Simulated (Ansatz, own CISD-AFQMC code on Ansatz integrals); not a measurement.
H6Si4, SMILES `[SiH2]=[SiH][SiH]=[SiH2]` (Si–Si–Si–Si torsion 64°) (charge 0, multiplicity 1).

Cartesian coordinates (Å):
SMILES: [SiH2]=[SiH][SiH]=[SiH2]
```xyz
10

Si    -2.1760     0.8995     0.4123
Si    -1.0765    -0.9414     0.6130
Si     1.1762    -0.7167     0.7350
Si     2.1157     0.1029    -1.0208
H     -1.4675     2.1085    -0.0678
H     -3.6424     0.9401     0.1933
H     -1.7530    -2.1310     1.1866
H      1.9750    -1.5609     1.6577
H      1.2888     0.8611    -1.9882
H      3.5596     0.4380    -1.0777
```
Charge 0, multiplicity 1.

Frozen-core correlation energies in cc-pVDZ at a geometry from PBE0-D3(BJ)/def2-TZVP, on an HF energy of -1159.09349 Ha (<S^2> = 0.00, restricted and unstable towards unrestricted orbitals). Wave-function levels are from Ansatz, the walk from an own CISD-AFQMC code on Ansatz integrals (time step 0.005/Ha, trial state from CCSD amplitudes, largest double 0.12).

```tsv
level	correlation energy (mHa)
MP2	-390.6
CCSD	-460.6
CCSD(T)	-481.6
```

**Question.** What correlation energy does phaseless AFQMC give, and where does it lie among these levels?

**Answer.** -484.5 ± 0.4 mHa (one standard error). AFQMC minus each level: MP2 -93.9 mHa, CCSD -23.9 mHa, CCSD(T) -3.0 mHa.
